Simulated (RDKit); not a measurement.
Job for RDKit: MMFF94 on C15H16O2 (SMILES CC(C)(c1ccc(O)cc1)c1ccc(O)cc1).

```python
from rdkit import Chem
from rdkit.Chem import AllChem, rdDetermineBonds

blocks = [
'''33

C     0.23805961    1.96581353   -1.40413438
C    -0.02786942    1.16852140   -0.11062298
C    -0.33696100    2.18080145    1.01157224
C    -1.23942613    0.23220318   -0.24385894
C    -2.13839787    0.28490846   -1.31380918
C    -3.25125051   -0.56194723   -1.37567260
C    -3.49067985   -1.48716502   -0.35592101
O    -4.55259345   -2.33554941   -0.36112137
C    -2.59880285   -1.55604488    0.72497937
C    -1.49684929   -0.70981436    0.76939955
C     1.22596746    0.33212163    0.19043947
C     2.11664774    0.62698174    1.22748738
C     3.26798355   -0.13969728    1.44210768
C     3.55542385   -1.22738889    0.61292024
O     4.65620310   -2.00860325    0.77239990
C     2.67264432   -1.53983691   -0.43188177
C     1.53214644   -0.76998538   -0.62929959
H     0.40687514    1.30152365   -2.26425836
H     1.13932204    2.58345815   -1.27634559
H    -0.60017621    2.63826104   -1.64436879
H    -0.47805114    1.68240023    1.98176907
H     0.46748414    2.92521286    1.11767188
H    -1.26581687    2.72023271    0.77423525
H    -1.98641075    0.99290027   -2.12872310
H    -3.93600325   -0.50055451   -2.22758579
H    -5.07752001   -2.18353861   -1.15762534
H    -2.78642938   -2.28551976    1.51511730
H    -0.80332533   -0.79024291    1.60969084
H     1.92773039    1.46726302    1.89582456
H     3.94524858    0.11267216    2.26432004
H     5.16979995   -1.68525905    1.52389213
H     2.89806366   -2.39486476   -1.07201361
H     0.84696333   -1.03926325   -1.43648450
''',
]
mol = None
for b in blocks:
    f = Chem.MolFromXYZBlock(b)
    rdDetermineBonds.DetermineBonds(f, charge=0)
    mol = f if mol is None else Chem.CombineMols(mol, f)
Chem.SanitizeMol(mol)
print(Chem.MolToSmiles(Chem.RemoveHs(mol)))
ff = AllChem.MMFFGetMoleculeForceField(mol, AllChem.MMFFGetMoleculeProperties(mol), nonBondedThresh=100.0, ignoreInterfragInteractions=False)
e = ff.CalcEnergy()
print(f'MMFF94 energy {e:.6f} kcal/mol')
```

Output:

```
CC(C)(c1ccc(O)cc1)c1ccc(O)cc1
MMFF94 energy 45.423128 kcal/mol
```

The run finished.

Cost: around 0.03 core-seconds (rough).
